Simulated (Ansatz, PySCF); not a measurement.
2-bromo-1,1-difluoroethane (C₂H₃BrF₂), SMILES FC(F)CBr.

Coordinates come from a PBE0-D3(BJ)/def2-SVP optimisation. The values are those of a single conformer.

Vertical ionisation energy (IE) and electron affinity (EA) in eV. Rows of orbital energies are one-electron estimates. Where ΔSCF, EOM or ADC give a negative EA the extra electron is unbound and the value depends on the basis.

```csv
level,IE,EA
"−ε(HOMO), −ε(LUMO), CAM-B3LYP/def2-TZVP (PySCF)",9.75,-0.77
"−ε(HOMO), −ε(LUMO), PBE/def2-TZVP (PySCF)",7.04,1.37
"ΔSCF, CAM-B3LYP/def2-SVPD (Ansatz), final states of multiplicity 2 and 2",11.10,-1.07
"ΔSCF, PBE/def2-SVPD (Ansatz), final states of multiplicity 2 and 2",10.59,-0.82
```

Question: What vertical singlet–triplet gap does ΔSCF give with CAM-B3LYP/def2-SVPD (Ansatz, a program for electronic structure) and with PBE/def2-SVPD (Ansatz)? (An estimate is asked for; the answer gives what the named calculation found.)

Answer: 5.75 and 5.52 eV (triplet above singlet where positive).
